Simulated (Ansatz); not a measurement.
`C#[C][GaH2]` + `PP` → `P[PH][GaH2]` + `C#C` at 600 K and 1 bar (ligand exchange at a Ga–C bond).

Isolated molecules relaxed with PBE0-D4/def2-TZVP in Ansatz; ΔE leaves out vibrations. CCSD(T)/CBS adds triple-zeta CCSD(T) − MP2 to the extrapolated MP2 energy (def2 sets, frozen cores). This one scheme is used for every species. For Ga outer-core shells are correlated without core-valence functions, which leaves a few kJ/mol of doubt a bond. Scalar relativity is left out up to krypton. One conformer a species, not always the lowest.

```csv
species,CCSD(T)/CBS energy (Eh),H − E (kJ/mol),S (J/(mol·K))
`C#[C][GaH2]`,-2001.76834,123.9,343.1
`PP`,-684.26248,128.7,326.0
`P[PH][GaH2]`,-2608.80809,163.1,413.9
`C#C`,-77.22717,96.2,235.4
```

H − E and S are ideal-gas, rigid-rotor, harmonic terms from PBE0-D4/def2-TZVP, for one conformer and one mirror image of each species. 1 Eh = 2625.50 kJ/mol, R = 8.31446 J/(mol·K).

By hand: ΔE, ΔH, ΔS and ΔG.

ΔE = (-2608.80809) + (-77.22717) − (-2001.76834) − (-684.26248) = -0.00444 Eh = -11.7 kJ/mol. Δ(H − E) = 163.1 + 96.2 − 123.9 − 128.7 = 6.7, so ΔH = -5.0 kJ/mol. ΔS = 413.9 + 235.4 − 343.1 − 326.0 = -19.8 J/(mol·K). ΔG = -5.0 − 600 × (-19.8)/1000 = 6.9 kJ/mol.

By hand: the equilibrium constant, and the temperature at which ΔG would vanish if ΔH and ΔS stayed fixed.

log₁₀ K = −ΔG/(RT ln 10) = -0.6. ΔG = 0 at ΔH/ΔS = 253 K, though so small a ΔH makes that figure unsure.

TΔS isn't small against ΔH here. A doubt of 5 kJ/mol in ΔE shifts log₁₀ K by 0.4 here. Other conformers and mirror images would add mixing entropy, several J/(mol·K) or more a flexible species. These are equilibria of isolated gas molecules and say nothing of rates. Largest T1 diagnostic: 0.014 (customary marks: 0.02 for closed shells, 0.045 for open ones).
